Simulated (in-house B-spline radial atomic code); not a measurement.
**Ionising the scandium ion Sc⁸⁺ with different functionals**

Computed with a B-spline radial code for spherical atoms: scalar-relativistic (spin-free X2C) Hamiltonian, Fermi nucleus of rms radius 3.5459 fm, spin-polarised at highest spin, spherical fractional occupations for the functionals, and exact exchange of hybrids averaged over the configuration. The ionisation energy is the difference of two self-consistent energies, [Ne] 3s2 3p1 → [Ne] 3s2, without Breit or QED terms; ε is the level of the shell that loses the electron (its least bound occupied spin orbital).

```csv
method,rung,ΔSCF (eV),-ε(3p) (eV)
PBE0,global hybrid,180.22,172.14
B3LYP,global hybrid,180.49,171.75
TPSSh,global hybrid,180.14,170.51
BHandHLYP,global hybrid,180.28,174.91
r2SCAN0,global hybrid,179.94,172.12
B97-1,global hybrid,180.19,171.67
HSE06,range-separated hybrid,180.24,171.70
wB97X,range-separated hybrid,180.17,174.69
CAM-B3LYP,range-separated hybrid,180.45,173.76
LC-wPBE,range-separated hybrid,180.45,175.04
```

(1) Among the functionals, which spreads more, the ΔSCF values or the orbital energies?

(2) How do they compare with the NIST value?

## Answers

(1) The orbital energies: ΔSCF values span about 0.55 eV and the orbital energies 4.53 eV; here energy differences depend much less on the functional than eigenvalues do.

(2) NIST lists 180.0 eV ± 0.12 (measured, ground level to ground level). Errors run from -0.09 to +0.46 eV; r2SCAN0 is closest (-0.09 eV), though others lie within the uncertainty of it, and part of that can be cancellation, since the calculations leave out spin-orbit coupling, Breit-QED terms, multiplet and fine-structure energies.
